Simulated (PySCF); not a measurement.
Te(I)(SeH) (HISeTe), SMILES I[Te][SeH]. Coordinates come from a B3LYP-D3(BJ)/def2-SVP optimisation. The def2 effective core potentials stand for the cores of I, Te; spin–orbit coupling is left out. Other conformers were not sampled.

Computed equilibrium geometry at B3LYP-D3(BJ)/def2-SVP (PySCF confirms it by a frequency run) as Cartesian coordinates in Å (one conformer of several):
```xyz
4

Te    -0.5914     0.4111     0.8252
I      1.8937     0.3428    -0.3978
Se    -1.9985    -1.0937    -0.6432
H     -1.6689    -2.3620     0.0468
```
Charge 0, spin multiplicity 1.
